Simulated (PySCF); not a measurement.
C₂H₅F₃GeSi, SMILES F[Si](F)(F)/C=[CH]\[GeH3], singlet, GFN2-xTB optimised geometry.

```
12

F     -1.00    -1.28     1.45
Si    -0.61    -0.77     0.00
F      0.98    -0.77     0.00
F     -0.98     0.77     0.00
C     -1.32    -1.78    -1.39
C     -0.62    -2.19    -2.44
Ge     1.28    -1.83    -2.77
H     -2.37    -2.04    -1.31
H     -1.13    -2.78    -3.20
H      1.58    -0.38    -2.68
H      2.14    -2.59    -1.82
H      1.58    -2.31    -4.16
```

Density from PySCF with PBE0/def2-TZVP at that geometry.

Minimum of the electron density along straight lines between bonded atoms, close to the bond critical point (lines longer than 1.1 times the sum of covalent radii, or with two minima, are not listed):

```
bond     length / Å  ρ at the minimum / e bohr⁻³  ∇²ρ there / e bohr⁻⁵  position (fraction from the first atom)
-------  ----------  ---------------------------  --------------------  ---------------------------------------
F1–Si2        1.586                        0.145                  1.05                                     0.58
Si2–F3        1.590                        0.143                  1.03                                     0.42
Si2–F4        1.587                        0.145                  1.05                                     0.42
Si2–C5        1.855                        0.132                   [?]                                     0.39
C5–C6         1.334                          [?]                 -1.05                                     0.50
C6–Ge7        1.958                        0.126                  0.13                                     0.53
C5–H8         1.086                        0.281                 -0.98                                     0.65
C6–H9         1.085                        0.285                 -1.01                                     0.65
Ge7–H10       1.488                        0.145                  0.09                                     0.60
Ge7–H11       1.488                        0.145                  0.09                                     0.60
Ge7–H12       1.498                        0.142                   [?]                                     0.59
```

Complete the blanks.


- Si2–C5, ∇²ρ there / e bohr⁻⁵: 0.17
- C5–C6, ρ at the minimum / e bohr⁻³: 0.347
- Ge7–H12, ∇²ρ there / e bohr⁻⁵: 0.10
